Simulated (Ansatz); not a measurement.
Mulliken charges of CH$_{2}$BClOS (`O=CB(S)Cl`) from B3LYP/def2-TZVPP in Ansatz (PBE0-D4/def2-TZVP geometry).

```
atom   x (Å)   y (Å)   z (Å)  charge (e)
  O1  -1.322   1.400   0.829      -0.216
  C2  -0.507   0.525   0.700       0.090
  B3   0.018   0.007  -0.724       0.153
  S4   1.221  -1.297  -0.807      -0.091
 Cl5  -0.593   0.725  -2.180      -0.097
  H6  -0.082   0.033   1.610       0.055
  H7   1.327  -1.461   0.526       0.105
```

By hand: the dipole of these point charges (1 e Å = 4.8032 D).

Σ q r = (0.324, -0.358, 0.202) e Å, of length 0.523 e Å = 2.51 D.

How does the dipole of the full density compare? (Estimate.)

The calculation gave: (0.385, -0.422, 0.149) e Å, 2.84 D; the point charges give 0.88 times that, at 8° from its direction.

Point charges leave out the atoms' own dipoles, such as those of lone pairs, and Mulliken's split depends on the basis, so the close match here is no proof of good charges.

B3LYP here is the variant with VWN-RPA as its local correlation; programs differ in this.
